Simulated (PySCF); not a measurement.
A survey of 19F NMR shifts

Theory: σ from GIAO-PBE0/pcSseg-1, coordinates at the GFN2-xTB level, in PySCF 2.14.0 with density-fitted response routines (averaged over atoms made equivalent by symmetry, fast rotation or ring inversion, one computed conformer, non-relativistic, isolated molecule).

Shieldings were converted by a linear fit to measured shifts: 19F: δ = 146.13 − 0.903σ +14.6 on sp3 carbon (rms 6.0 ppm, 223 shifts, 7.0 ppm with the 5 outliers that the fit left out vs CFCl3, solution or neat liquid). Occasional misses reach two or three times the rms, and more in compound classes unlike the fitted ones.

Q: Give the 19F shifts of `FC(F)(F)P1CC=CC1`, `CC(C)/C=C(/C(=O)F)C(F)(F)F`.

A: 
| compound | environment | δ (ppm) |
| --- | --- | --- |
| FC(F)(F)P1CC=CC1 | fluorine of a CF3 group (×3) | -66.4 |
| [CH3:1][CH:2]([CH3:3])/[CH:4]=[C:5](/[C:6](=[O:7])[F:8])[C:9]([F:10])([F:11])[F:12] | F8: fluorine bonded to C | 8.1 |
| [CH3:1][CH:2]([CH3:3])/[CH:4]=[C:5](/[C:6](=[O:7])[F:8])[C:9]([F:10])([F:11])[F:12] | F10/11/12: fluorine of a CF3 group (×3) | -62.3 |

Q: Match the shifts -66.4, -87.5, -100.6, -116.8, -134.0, -153.5 ppm to `FC(F)(F)P1CC=CC1`, `CC(C)[C@@H]1SCS[C@H]1F`, `COc1ccc(F)p1C`, `COC(F)=C=PC1CC1`, `C=CC[P@]1(=O)C(C)=C1F`, `Cc1cc(F)c(Cl)nn1`.

A: -66.4: FC(F)(F)P1CC=CC1 (fluorine of a CF3 group); -87.5: C=CC[P@]1(=O)C(C)=C1F (vinylic fluorine); -100.6: COC(F)=C=PC1CC1 (vinylic fluorine); -116.8: Cc1cc(F)c(Cl)nn1 (aryl fluorine); -134.0: COc1ccc(F)p1C (fluorine on an unsaturated ring); -153.5: CC(C)[C@@H]1SCS[C@H]1F (fluorine on an sp3 carbon).
